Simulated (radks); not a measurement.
Polarisability of the nickel ion Ni3+, [Ar] 3d7, at imaginary frequency. All-electron calculation, scalar-relativistic Kohn-Sham, PBE, spin-polarised, spherical densities, finite nucleus; open shells are filled with parallel spins first; Fermi nuclear charge, rms radius 3.7757 fm. Program: a radial shooting solver on a logarithmic mesh with Libxc functionals. Response by self-consistent Sternheimer equations with the Hartree and adiabatic LDA kernel, the relativistic mass of each level held fixed and spin-orbit coupling left out.

w (hartree)  alpha1(iw) (bohr^3)
0.00266                    1.808
0.0143                     1.808
0.0360                     1.807
0.0697                     1.802
0.118                      1.792
0.186                      1.768
0.280                      1.722
0.413                      1.638
0.605                      1.501
0.892                      1.303
1.35                       1.050
2.12                      0.7562
3.59                      0.4508
6.94                      0.1932
17.5                     0.04512

Static values: alpha1 = 1.808 bohr^3 (0.2679 angstrom^3; uncoupled 2.220). C6 = 4.285, triple-dipole C9 = 5.224 atomic units. One-pole (London) frequency 4 C6 / (3 alpha1^2) = 1.748 hartree, against 1.657 for minus the highest occupied eigenvalue.
